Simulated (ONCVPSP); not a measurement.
## Before and after: ONCV potential for W (Z = 74)

- Element: W
- Generator: ONCVPSP 4.0.1
- Type: optimised norm-conserving Vanderbilt (ONCV)
- Functional: PBE
- Relativity: scalar-relativistic
- Frozen core: [Kr] 4d10 4f14
- Valence charge: 14
- Reference configuration: 5s2 5p6 5d4 6s1 (charge +1)
- Partial waves: 5s+6s: rc 1.80 bohr, ncon 4, nbas 7, qcut 7.4 1/bohr, 3 projectors, debl 3.7 Ha; 5p: rc 2.00 bohr, ncon 4, nbas 8, qcut 8.2 1/bohr, 2 projectors, debl 1.4 Ha; 5d: rc 2.35 bohr, ncon 4, nbas 9, qcut 5.4 1/bohr, 3 projectors, debl 0.9 Ha
- Local potential: polynomial inside 1.70 bohr (lpopt 5, dvloc0 6 Ha)
- Core correction: Teter function fitted to the true core (icmod 2), fcfact 0.2

In the p channel the program set the typed energies aside and used -1.864, 0.250 Ha.

Change: d: qcut 7.1.

Cutoffs: the cutoffs (Ha) at which the residual kinetic energy of the hardest occupied pseudo-wave falls to 1 and 0.1 mHa per electron; they do not see the model core or the augmentation charge, which bear on the density cutoff. Errors are all-electron minus pseudo energies relative to the spin-unpolarised reference configuration.

Task: Predict the effect on cutoff, ghosts and configuration errors.

Result: The potential gets neither clearly harder nor softer (18 Ha and 22 Ha → 18 Ha and 22 Ha); the s channel sets the loose cutoff, while the largest relative change is in d, which becomes harder; of the 4 tests that both files solve, the error grows in 1 and shrinks in 0 by more than 15 % and 0.3 meV (median size 3.6 → 5.1 meV); neither file shows a bound ghost.

| quantity | base | changed |
| --- | --- | --- |
| cutoff, loose | 18 Ha | 18 Ha |
| cutoff, tight | 22 Ha | 22 Ha |
| loose cutoff by channel | s 18 Ha, p 11 Ha, d 12 Ha | s 18 Ha, p 11 Ha, d 14 Ha |
| bound ghosts | none | none |
| GHOST(+) flags under 300 eV | none | none |
| error for 5s2 5p6 5d4 6s2, meV [ΔE -8.88 eV] | +3.7 | +3.3 |
| error for 5s2 5p6 5d4 6s0, meV [ΔE 15.68 eV] | -3.5 | -3.3 |
| error for 5s2 5p6 5d3 6s0, meV [ΔE 41.06 eV] | -2.9 | -6.9 |
| error for 5s2 5p5 5d4 6s2, meV [ΔE 40.06 eV] | -191 | -168 |
| s: phases at 1.83 bohr within 0.05 rad from the reference energy up to (Ha; the scan ends near 5) | to the end of the scan | to the end of the scan |
| p: phases at 2.02 bohr within 0.05 rad from the reference energy up to (Ha; the scan ends near 5) | to the end of the scan | to the end of the scan |
| d: phases at 2.38 bohr within 0.05 rad from the reference energy up to (Ha; the scan ends near 5) | to the end of the scan | to the end of the scan |
| rms error of d²Exc/dni dnj with the model core, mHa | 0.93 | 0.89 |
